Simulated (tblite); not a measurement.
C₈H₁₃FO.
Atom-mapped SMILES: `[CH3:1]/[C:2](=[CH:3]\[C:4]([CH3:5])([CH3:6])[CH3:7])[C:8](=[O:9])[F:10]` (hydrogens: H11, H12, H13 on C1; H14 on C3; H15, H16, H17 on C5; H18, H19, H20 on C6; H21, H22, H23 on C7)

Cartesian coordinates in Å at the GFN2-xTB level; atoms count from 1:
```xyz
23
C8H13FO angstrom
C      1.8415    0.9892    0.9714
C      1.6139   -0.0905   -0.0457
C      0.4409   -0.5615   -0.4947
C     -0.9625   -0.1485   -0.1419
C     -1.9225   -1.2252   -0.6642
C     -1.1713    0.0017    1.3698
C     -1.2786    1.1775   -0.8516
C      2.8609   -0.6552   -0.5680
O      3.9795   -0.3433   -0.3252
F      2.6601   -1.6811   -1.4582
H      1.1647    1.8254    0.8247
H      2.8657    1.3458    0.8901
H      1.7028    0.5980    1.9780
H      0.4827   -1.3424   -1.2438
H     -1.8067   -1.3584   -1.7376
H     -2.9539   -0.9411   -0.4686
H     -1.7310   -2.1776   -0.1747
H     -0.7805   -0.8667    1.8947
H     -0.6880    0.8911    1.7585
H     -2.2353    0.0786    1.5823
H     -2.3017    1.4745   -0.6336
H     -0.6124    1.9705   -0.5235
H     -1.1728    1.0663   -1.9281
```

Computed with GFN2-xTB (tblite): harmonic, unscaled wavenumbers at the GFN2-xTB geometry, gas phase. The method is semi-empirical: single wavenumbers can be off by several per cent or more. One conformer, not necessarily the lowest.

Harmonic wavenumbers (cm⁻¹): 39.1, 59.6, 109.6, 141.4, 163.7, 186.8, 211.8, 244.9, 257.9, 292.5, 312.9, 336.4, 378.1, 396.4, 472.9, 477.8, 516.7, 626.9, 675.6, 785.6, 819.3, 853.5, 940.4, 958.4, 963.8, 966.1, 1001.5, 1029.4, 1037.7, 1040.9, 1046.1, 1184.9, 1222.1, 1244.3, 1274.8, 1364.9, 1398.4, 1405.1, 1407.5, 1428.0, 1469.4, 1474.5, 1488.5, 1491.4, 1496.8, 1503.9, 1509.6, 1514.6, 1664.9, 1817.0, 3017.8, 3030.9, 3032.8, 3033.3, 3038.2, 3039.8, 3042.2, 3044.3, 3049.0, 3050.4, 3053.7, 3059.9, 3077.2.

A = 2265, B = 769.2, C = 659.7 MHz; mass 144.095 u (most abundant isotopes); point group C1, symmetry number 1.

Q: What is the zero-point energy?

A: Half the sum of the wavenumbers: 42137 cm⁻¹ = 504.07 kJ/mol.

Q: Give the ideal-gas entropy at 500 K and 1 bar in the rigid-rotor, harmonic-oscillator model (classical rotation).

A: Translation 181.59, rotation 132.03, vibration 257.21: S = 570.8 J/(mol K).

Q: And Cp and H(500 K) − H(0)?

A: Cp = 280.42 J/(mol K), of which vibrations give 247.16 (their classical limit is 63 R = 523.8); H(500 K) − H(0) = 82.22 kJ/mol without the zero-point energy, 65.59 from vibrations.

Q: Which modes carry the vibrational entropy at 500 K?

A: 39.1 cm⁻¹: 26.48; 59.6 cm⁻¹: 22.98; 109.6 cm⁻¹: 17.94; 141.4 cm⁻¹: 15.85; 163.7 cm⁻¹: 14.65; 186.8 cm⁻¹: 13.58 J/(mol K); the other 57 give 145.72 together.

Q: What must be added to the electronic energy to get the Gibbs energy at 500 K and 1 bar?

A: ZPE + [H(500 K) − H(0)] − T·S = 504.07 + 82.22 − 285.42 = 300.87 kJ/mol.

Q: Blend soft modes into free rotors: weight 1/[1 + (100 cm⁻¹/ν̃)⁴] for the oscillator and the rest for a rotor with moment μB/(μ + B), μ = h/(8π²ν), B = 10⁻⁴⁴ kg m². What vibrational entropy results?

A: 239.97 J/(mol K) in place of 257.21, which changes −T·S at 500 K by +8.62 kJ/mol.

Q: How do the functions run with temperature in this model?

A: 
```csv
T (K),S (J/(mol K)),Cp (J/(mol K)),H − H(0) (kJ/mol),G − H(0) (kJ/mol),ln q(vib)
100,303.3,91.2,5.91,-24.42,2.09
200,383.7,144.4,17.82,-58.92,5.38
300,451.2,192.1,34.64,-100.73,8.71
800,724.1,371.2,181.08,-398.16,24.26
1000,811.5,411.6,259.57,-551.88,29.88
```

q(vib) and H(0) count from the zero-point level.

Hindered rotation and anharmonicity are outside this model. Other conformers, if any are populated, would add a mixing term that is left out. The structure is chiral; the term R ln 2 for an equal mix with its mirror image is left out.
